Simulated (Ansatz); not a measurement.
CCSD(T) forces

GaHSClF (SMILES [F][Ga]([SH])[Cl]), singlet, displaced at random from its PBE0-D4/def2-TZVP minimum.

F1  (-0.233, -1.428, 1.115)
Ga2  (-0.427, -0.254, -0.114)
S3  (1.062, 1.275, -0.355)
Cl4  (-2.157, -0.414, -1.352)
H5  (1.776, 0.785, 0.669)
(Å)

Computed with Ansatz 0.2.0 (basis: def2-TZVPP); correlated methods freeze the cores. Filled d shells of the heavier atoms are correlated. The def2 sets are not built for correlating such inner shells, so the correlated values are less sure here.

CCSD(T) forces from the calculation:
```
atom      Fx      Fy  Fz (eV/Å)
  F1   0.075  -0.662      0.681
 Ga2  -0.573   0.281     -0.748
  S3   0.319   0.366     -0.074
 Cl4   0.147   0.011      0.120
  H5   0.032   0.004      0.020
```

Root-mean-square difference of the force components from those of CCSD(T): PBE-D4 0.240; r2SCAN-D4 0.074; PBE0-D4 0.060; wB97M-V 0.081 eV/Å.

T1 diagnostic: at most 0.013. These are differences at one structure, and CCSD(T) in triple zeta is itself an approximation.

For scale, one of the runs: CCSD(T)/def2-TZVPP forces, 177 basis functions (an equivalent command: `ansatz run in.yaml --threads 4`). The run took 100 s on 4 CPU threads (shared host), with 2.9 GiB of host memory at its peak.
